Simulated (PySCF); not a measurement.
SMILES [Cl][Nb]([Cl])([Cl])([Cl])[Cl] (B3LYP/def2-SVP optimised geometry):

```
6

Nb    -1.145     0.000     0.000
Cl     1.146     0.000     0.000
Cl    -1.146    -2.338     0.001
Cl    -1.145     2.338     0.000
Cl    -2.286     0.000    -1.987
Cl    -2.292    -0.001     1.984
```

Calculation: B3LYP/def2-TZVP, def2 effective core potentials past Kr (PySCF).

Q: What are the frontier orbital energies and the dipole moment?

A: HOMO-2 -9.32 eV, HOMO-1 -8.93 eV, HOMO -8.93 eV, LUMO -4.62 eV, LUMO+1 -4.62 eV; dipole moment 0.00 D.

On the same geometry PySCF with PBE/def2-TZVP, def2 effective core potentials past Kr gives HOMO-2 -8.24 eV, HOMO-1 -7.85 eV, HOMO -7.85 eV, LUMO -5.03 eV, LUMO+1 -5.03 eV; dipole moment 0.00 D.
